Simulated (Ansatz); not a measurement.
`B[CH2][AlH][OH]` + H₂ → `[OH][AlH2]` + `BC` at 600 K and 1 bar (hydrogenolysis of the Al–C bond).

Program: Ansatz. Geometries: PBE0-D4/def2-TZVP. ΔE: electronic, gas phase. CCSD(T)/CBS is the MP2 limit (def2-TZVPP, def2-QZVPP) plus CCSD(T) − MP2 in def2-TZVPP, frozen cores. This one scheme is used for every species. Each species was taken in one conformer, which may not be the lowest.

```json
{"species": "`B[CH2][AlH][OH]`", "CCSD(T)/CBS energy (Eh)": "-383.69719", "H − E (kJ/mol)": "237.9", "S (J/(mol·K))": "425.0"}
{"species": "H₂", "CCSD(T)/CBS energy (Eh)": "-1.17544", "H − E (kJ/mol)": "43.9", "S (J/(mol·K))": "150.8"}
{"species": "`[OH][AlH2]`", "CCSD(T)/CBS energy (Eh)": "-319.03157", "H − E (kJ/mol)": "103.2", "S (J/(mol·K))": "300.4"}
{"species": "`BC`", "CCSD(T)/CBS energy (Eh)": "-65.83255", "H − E (kJ/mol)": "180.5", "S (J/(mol·K))": "296.9"}
```

H − E and S are ideal-gas, rigid-rotor, harmonic terms from PBE0-D4/def2-TZVP, for one conformer and one mirror image of each species. The MP2-based limit puts H₂ 0.8 mEh under its directly extrapolated value; such offsets cancel only in part. 1 Eh = 2625.50 kJ/mol, R = 8.31446 J/(mol·K).

Q: By hand: ΔE, ΔH, ΔS and ΔG.

A: ΔE = (-319.03157) + (-65.83255) − (-383.69719) − (-1.17544) = 0.00851 Eh = 22.3 kJ/mol. Δ(H − E) = 103.2 + 180.5 − 237.9 − 43.9 = 1.9, so ΔH = 24.2 kJ/mol. ΔS = 300.4 + 296.9 − 425.0 − 150.8 = 21.5 J/(mol·K). ΔG = 24.2 − 600 × (21.5)/1000 = 11.3 kJ/mol.

Q: By hand: the equilibrium constant, and the temperature at which ΔG would vanish if ΔH and ΔS stayed fixed.

A: log₁₀ K = −ΔG/(RT ln 10) = -1.0. ΔG = 0 at ΔH/ΔS = 1126 K.

TΔS isn't small against ΔH here. A doubt of 5 kJ/mol in ΔE shifts log₁₀ K by 0.4 here. Other conformers and mirror images would add mixing entropy, several J/(mol·K) or more a flexible species. Modes under 60 cm⁻¹, often nearly free rotors, make the harmonic entropy too high. These are equilibria of isolated gas molecules and say nothing of rates. Largest T1 diagnostic: 0.013 (customary marks: 0.02 for closed shells, 0.045 for open ones).
